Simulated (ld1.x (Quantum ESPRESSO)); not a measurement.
Scattering properties, RRKJ potential for Be (Z = 4)

| Item | Value |
| --- | --- |
| Element | Be (Z = 4) |
| Generator | ld1.x (Quantum ESPRESSO) 7.5 |
| Type | norm-conserving RRKJ (Kleinman–Bylander form) |
| Functional | LDA (PZ) |
| Relativity | scalar-relativistic |
| Frozen core | none |
| Valence charge | 4 |
| Reference configuration | 1s2 2s1 2p0 (charge +1) |
| Partial waves | 2p (bound, empty): rc 4.84 bohr; 1s (bound): rc 0.54 bohr |
| Local potential | the s channel |
| Core correction | none |
| rho0 | 0.01 |

Occupied shells without a wave of their own: 2s. They enter only through the test configuration that unscreens the potential.

The phase is arctan(r·u′/u) with u = r·R(r), unwrapped; energies in Ry, scanned from -11 to 5 Ry. A pole is an energy at which the radial function vanishes at the test radius. The pseudo phase is shifted by a multiple of π to meet the all-electron one at the reference energy, and phase errors are pseudo minus all-electron; the curves can meet again beyond the range given. Levels narrower than the energy grid can be missing from the lists of poles.

```json
{"channel": "s", "radius (bohr)": "5.25", "reference energy (Ry)": "-8.56", "poles, all-electron": "-0.97, 0.43, 2.53", "poles, pseudo": "-0.97, 0.44, 2.55", "unbroken range about the reference energy with phases within 0.05 rad": "below -1.1", "phase error 1 Ry above the reference energy (rad)": "+0.000"}
{"channel": "p", "radius (bohr)": "5.25", "reference energy (Ry)": "-0.72", "poles, all-electron": "-0.69, 0.51, 2.39", "poles, pseudo": "-0.69, 0.98, 4.53", "unbroken range about the reference energy with phases within 0.05 rad": "below -0.3", "phase error 1 Ry above the reference energy (rad)": "+0.209"}
```

Note: ghost state, extra bound levels that the all-electron valence spectrum of the same l lacks: p at -8.5 eV. A true bound ghost makes a file unfit for plane-wave use.

Phases in the p channel:

```tsv
E (Ry)	all-electron	pseudo
-11.00	1.512	1.512
-10.76	1.512	1.512
-10.52	1.511	1.511
-10.28	1.510	1.510
-10.04	1.509	1.509
-9.80	1.509	1.509
-9.56	1.508	1.508
-9.32	1.507	1.507
-9.08	1.506	1.506
-8.84	1.505	1.505
-8.60	1.504	1.504
-8.36	1.503	1.503
-8.12	1.502	1.502
-7.88	1.501	1.501
-7.64	1.500	1.500
-7.40	1.499	1.499
-7.16	1.497	1.497
-6.92	1.496	1.496
-6.68	1.495	1.495
-6.44	1.493	1.493
-6.20	1.492	1.492
-5.96	1.490	1.490
-5.72	1.488	1.488
-5.48	1.486	1.486
-5.24	1.484	1.484
-5.00	1.482	1.482
-4.76	1.479	1.479
-4.52	1.477	1.477
-4.28	1.474	1.474
-4.04	1.471	1.471
-3.80	1.467	1.467
-3.56	1.463	1.463
-3.32	1.459	1.459
-3.08	1.454	1.454
-2.84	1.448	1.448
-2.60	1.442	1.441
-2.36	1.434	1.433
-2.12	1.424	1.424
-1.88	1.412	1.412
-1.64	1.396	1.396
-1.40	1.374	1.374
-1.16	1.338	1.338
-0.92	1.252	1.252
-0.68	-1.609	-1.608
-0.44	-1.906	-1.888
-0.20	-2.359	-2.188
0.04	-4.135	-3.483
0.28	-4.583	-4.375
0.52	-4.718	-4.577
0.76	-4.810	-4.663
1.00	-4.934	-4.716
1.24	-5.345	-4.756
1.48	-7.257	-4.795
1.72	-7.659	-4.839
1.96	-7.766	-4.901
2.20	-7.821	-5.018
2.44	-7.861	-5.364
2.68	-7.898	-6.783
2.92	-7.942	-7.482
3.16	-8.011	-7.654
3.40	-8.189	-7.728
3.64	-9.559	-7.772
3.88	-10.699	-7.801
4.12	-10.855	-7.823
4.36	-10.916	-7.842
4.60	-10.952	-7.859
4.84	-10.977	-7.875
```
